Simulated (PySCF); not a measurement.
CS, charge +1, doublet, at a GFN2-xTB geometry (a state made from the parent by changing its charge; the spin is typed, not shown lowest); CCSD(T)/6-31G* in PySCF.

Input for PySCF:
```python
from pyscf import gto, scf, cc

mol = gto.Mole()
mol.atom = '''
    C    -0.00000000   -0.00000000   -1.07903369
    S     0.00000000    0.00000000    0.40463763
'''
mol.basis = '6-31g*'
mol.charge = 1
mol.spin = 1
mol.verbose = 4
mol.build()

mf = scf.UHF(mol)
mf.kernel()

mycc = cc.CCSD(mf)
mycc.kernel()
et = mycc.ccsd_t()
print('E(CCSD(T)) = %.10f' % (mycc.e_tot + et))
```

It wrote (shortened):

```
PySCF version 2.14.0

[INPUT] verbose = 4
[INPUT] num. atoms = 2
[INPUT] num. electrons = 21
[INPUT] charge = 1
[INPUT] spin (= nelec alpha-beta = 2S) = 1
[INPUT] symmetry False subgroup None
[INPUT] Mole.unit = angstrom
[INPUT] Symbol           X                Y                Z      unit          X                Y                Z       unit  Magmom
[...]
nuclear repulsion = 34.2400716139205
number of shells = 14
number of NR pGTOs = 78
number of NR cGTOs = 32
basis = 6-31g*
ecp = {}

******** <class 'pyscf.scf.uhf.UHF'> ********
method = UHF
initial guess = minao
damping factor = 0
level_shift factor = 0
DIIS = <class 'pyscf.scf.diis.CDIIS'>
diis_start_cycle = 1
diis_space = 8
diis_damp = 0
SCF conv_tol = 1e-09
SCF conv_tol_grad = None
SCF max_cycles = 50
direct_scf = True
direct_scf_tol = 1e-13
number electrons alpha = 11  beta = 10
Set gradient conv threshold to 3.16228e-05
init E= -435.453606455813

cycle= 1 E= -434.784305084178  delta_E= 0.669  |g|= 0.386  |ddm|= 1.21
cycle= 2 E= -434.843063950327  delta_E= -0.0588  |g|= 0.33  |ddm|= 0.655
cycle= 3 E= -434.907103023671  delta_E= -0.064  |g|= 0.0719  |ddm|= 0.318
cycle= 4 E= -434.913870272978  delta_E= -0.00677  |g|= 0.0363  |ddm|= 0.109
cycle= 5 E= -434.918153887113  delta_E= -0.00428  |g|= 0.027  |ddm|= 0.0923
cycle= 6 E= -434.921549768805  delta_E= -0.0034  |g|= 0.0255  |ddm|= 0.0826
cycle= 7 E= -434.924001299952  delta_E= -0.00245  |g|= 0.0256  |ddm|= 0.0584
cycle= 8 E= -434.917357332367  delta_E= 0.00664  |g|= 0.0244  |ddm|= 0.163
cycle= 9 E= -434.887970769336  delta_E= 0.0294  |g|= 0.0834  |ddm|= 0.739
cycle= 10 E= -434.898910603199  delta_E= -0.0109  |g|= 0.0712  |ddm|= 0.251
cycle= 11 E= -434.913717562552  delta_E= -0.0148  |g|= 0.0446  |ddm|= 0.422
cycle= 12 E= -434.920260467191  delta_E= -0.00654  |g|= 0.0339  |ddm|= 0.156
cycle= 13 E= -434.918476872932  delta_E= 0.00178  |g|= 0.0352  |ddm|= 0.0427
cycle= 14 E= -434.920144739865  delta_E= -0.00167  |g|= 0.0357  |ddm|= 0.0416
cycle= 15 E= -434.918261336648  delta_E= 0.00188  |g|= 0.0352  |ddm|= 0.0468
cycle= 16 E= -434.90469920075  delta_E= 0.0136  |g|= 0.0498  |ddm|= 0.383
cycle= 17 E= -434.907260469823  delta_E= -0.00256  |g|= 0.0237  |ddm|= 0.0584
cycle= 18 E= -434.886522338077  delta_E= 0.0207  |g|= 0.0715  |ddm|= 0.494
cycle= 19 E= -434.900050636639  delta_E= -0.0135  |g|= 0.0377  |ddm|= 0.266
cycle= 20 E= -434.892335913841  delta_E= 0.00771  |g|= 0.0547  |ddm|= 0.178
[...]
cycle= 48 E= -434.907359141063  delta_E= -0.00645  |g|= 0.0275  |ddm|= 0.211
cycle= 49 E= -434.905982916115  delta_E= 0.00138  |g|= 0.0292  |ddm|= 0.047
cycle= 50 E= -434.910147224635  delta_E= -0.00416  |g|= 0.0314  |ddm|= 0.143
SCF not converged.
SCF energy = -434.910147224635 after 50 cycles  <S^2> = 0.77438951  2S+1 = 2.0242426

******** <class 'pyscf.cc.uccsd.UCCSD'> ********
CC2 = 0
CCSD nocc = (np.int64(11), np.int64(10)), nmo = (32, 32)
max_cycle = 50
direct = 0
conv_tol = 1e-07
conv_tol_normt = 1e-06
diis_space = 6
diis_start_cycle = 0
diis_start_energy_diff = 1e+09
Init t2, MP2 energy = -0.234206371841692
Init E_corr(UCCSD) = -0.23524044847712
cycle = 1  E_corr(UCCSD) = -0.234627186812834  dE = 0.000613261664  norm(t1,t2) = 0.125246
cycle = 2  E_corr(UCCSD) = -0.24979862665811  dE = -0.0151714398  norm(t1,t2) = 0.0511897
cycle = 3  E_corr(UCCSD) = -0.250084066307672  dE = -0.00028543965  norm(t1,t2) = 0.0362276
cycle = 4  E_corr(UCCSD) = -0.256384464201624  dE = -0.00630039789  norm(t1,t2) = 0.0226883
cycle = 5  E_corr(UCCSD) = -0.256684128155803  dE = -0.000299663954  norm(t1,t2) = 0.00680632
cycle = 6  E_corr(UCCSD) = -0.256571098383305  dE = 0.000113029772  norm(t1,t2) = 0.00290596
cycle = 7  E_corr(UCCSD) = -0.256679986224354  dE = -0.000108887841  norm(t1,t2) = 0.0012787
cycle = 8  E_corr(UCCSD) = -0.256686468405411  dE = -6.48218106e-06  norm(t1,t2) = 0.000624978
cycle = 9  E_corr(UCCSD) = -0.256668208257922  dE = 1.82601475e-05  norm(t1,t2) = 0.000295826
cycle = 10  E_corr(UCCSD) = -0.256676784679349  dE = -8.57642143e-06  norm(t1,t2) = 0.000150681
cycle = 11  E_corr(UCCSD) = -0.256677223533811  dE = -4.38854462e-07  norm(t1,t2) = 6.00438e-05
cycle = 12  E_corr(UCCSD) = -0.256680375403386  dE = -3.15186957e-06  norm(t1,t2) = 3.64013e-05
cycle = 13  E_corr(UCCSD) = -0.256680697386202  dE = -3.21982816e-07  norm(t1,t2) = 2.25376e-05
cycle = 14  E_corr(UCCSD) = -0.256679643095608  dE = 1.05429059e-06  norm(t1,t2) = 1.32922e-05
cycle = 15  E_corr(UCCSD) = -0.256679526234739  dE = 1.16860869e-07  norm(t1,t2) = 6.09209e-06
cycle = 16  E_corr(UCCSD) = -0.256679172593612  dE = 3.53641127e-07  norm(t1,t2) = 2.63986e-06
cycle = 17  E_corr(UCCSD) = -0.256679254938159  dE = -8.23445473e-08  norm(t1,t2) = 1.21838e-06
cycle = 18  E_corr(UCCSD) = -0.25667920604794  dE = 4.8890219e-08  norm(t1,t2) = 7.78701e-07
UCCSD converged
E(UCCSD) = -435.1668264306829  E_corr = -0.25667920604794
UCCSD(T) correction = -0.0152562913832648
E(CCSD(T)) = -435.1820827221
```

The run did not converge; its last values are not results.
